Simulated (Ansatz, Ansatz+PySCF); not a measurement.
| atom | x (Å) | y (Å) | z (Å) |
| --- | --- | --- | --- |
| C | 0.0091 | 0.0017 | -0.0006 |
| F | -0.5901 | -1.1466 | -0.0184 |
| F | 0.7899 | 0.0656 | 1.0311 |
| F | -0.8730 | 0.9481 | 0.0661 |
| F | 0.7099 | 0.1399 | -1.0815 |

Basis set: def2-SVP (spherical functions). Correlated methods keep 5 orbitals frozen. Charge 0, multiplicity 3.

Computed with Ansatz (development build ahead of 0.2.0); each method stands on the lowest determinant of its kind that the runs found.

(1) Give the atomization energy at this shape (free ground-state atoms in the same class of orbitals less the molecule, no zero-point energy) of triplet CF₄ by UHF-MP2, UHF.

Answers

(1)

| method | atomization energy |
| --- | --- |
| UHF-MP2 | 4.10 eV |
| UHF | -1.68 eV |

Caution: another spin multiplicity may lie lower; the determinant breaks the point group; the shape is not the minimum. Caution for UHF-MP2: MP2 forces lie far from those of the mean fields. Caution for UHF: the molecule lies well above its atoms at this level.
